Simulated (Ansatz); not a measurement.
`C1=N[SiH2]C[SiH2]1` → 2 C• + 7 H• + N• + 2 Si•  (atomization)

Computed with Ansatz on PBE0-D4/def2-TZVP structures; ΔE is electronic, products minus reactants. CCSD(T)/CBS adds triple-zeta CCSD(T) − MP2 to the extrapolated MP2 energy (def2 sets, frozen cores). This one scheme is used for every species, atoms too. DFT in def2-TZVPP. B3LYP here is the variant with VWN-RPA as its local correlation; programs differ in this. No spin–orbit coupling; open shells (•) take unrestricted orbitals. Spin–orbit coupling would lower the free atoms: a little for C, Si.

(1) What is ΔE at CCSD(T)/CBS? (Estimate.)

(2) What do these levels give: PBE-D4, PBE0-D4, B3LYP-D4, r2SCAN, SCS-MP2/def2-TZVPP, MP2/CBS(def2)? (An estimate is asked.)

Largest T1 diagnostic among the species: 0.014.

## Answers

(1) The calculation gave: +4400.5 kJ/mol.

(2) Ansatz gave: PBE-D4 4466.4, PBE0-D4 4404.7, B3LYP-D4 4408.1, r2SCAN 4395.8, SCS-MP2/def2-TZVPP 4331.5, MP2/CBS(def2) 4447.0 kJ/mol.

In def2-TZVPP, CCSD(T) changes the Hartree–Fock value by +1074.4 kJ/mol (the triples alone add +67.5 kJ/mol) and MP2 by +1120.9 kJ/mol; breaking electron pairs costs correlation energy, which Hartree–Fock lacks. The D4 term adds +50.7 kJ/mol with B3LYP and +26.4 kJ/mol with PBE0; it sums over pairs of atoms, weighted by their polarisabilities, and B3LYP, whose exchange is more repulsive, gets the larger term. From PBE to PBE0 (25 % exact exchange), in def2-TZVPP and without D4, ΔE moves by −56.9 kJ/mol: exact exchange takes away binding that semilocal exchange gives to molecules.

For atomizations the MP2-based limit and the directly extrapolated one differ by several kJ/mol either way, and by 10 to 25 for some Ge, Se and Sn compounds, so smaller differences from it don't rank the levels.
